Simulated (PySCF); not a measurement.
# Electron correlation in Sb²⁺ (antimony, charge +2)

[Kr] 4d10 5s1 5p2, high-spin 4P determinant (an excited configuration). Computed with PySCF 2.14 in def2-TZVPPD with the def2 core potential (28 electrons) (7s5p4d2f, 56 functions), with a scalar-relativistic core potential. Frozen: 4s2 4p6 4d10; 3 electrons correlated.

| level | correlation energy (mhartree) |
| --- | --- |
| CCSD | -10.53 |
| (T) | -0.05 |
| CCSD(T) | -10.58 |

Diagnostics: T1 = 0.0019, D1 = 0.0041, largest double amplitude 0.036.

Cost of the coupled-cluster step: roughly 0.5 core-seconds, for 3 correlated electrons.

Iterations:

```
CC2 = 0
CCSD nocc = (np.int64(3), np.int64(0)), nmo = (47, 47)
frozen orbitals [[0, 1, 2, 3, 4, 5, 6, 7, 8], [0, 1, 2, 3, 4, 5, 6, 7, 8]]
max_cycle = 100
direct = 0
conv_tol = 1e-08
conv_tol_normt = 1e-06
diis_space = 8
diis_start_cycle = 0
Init t2, MP2 energy = -0.00745278532486619
Init E_corr(UCCSD) = -0.00745278532547631
cycle = 1  E_corr(UCCSD) = -0.00955294420404092  dE = -0.00210015888  norm(t1,t2) = 0.0192455
cycle = 2  E_corr(UCCSD) = -0.0102008908166017  dE = -0.000647946613  norm(t1,t2) = 0.00678094
cycle = 3  E_corr(UCCSD) = -0.0105393698792896  dE = -0.000338479063  norm(t1,t2) = 0.00254112
cycle = 4  E_corr(UCCSD) = -0.0105338206527488  dE = 5.54922654e-06  norm(t1,t2) = 0.000199
cycle = 5  E_corr(UCCSD) = -0.0105341491847523  dE = -3.28532003e-07  norm(t1,t2) = 1.93083e-05
cycle = 6  E_corr(UCCSD) = -0.0105341046211315  dE = 4.45636208e-08  norm(t1,t2) = 2.43414e-06
cycle = 7  E_corr(UCCSD) = -0.0105341266333859  dE = -2.20122544e-08  norm(t1,t2) = 1.92897e-07
cycle = 8  E_corr(UCCSD) = -0.0105341244466588  dE = 2.18672704e-09  norm(t1,t2) = 3.00155e-08
UCCSD converged
E(UCCSD) = -238.1795430830891  E_corr = -0.01053412444665884
UCCSD(T) correction = -4.9310847541091e-05
```
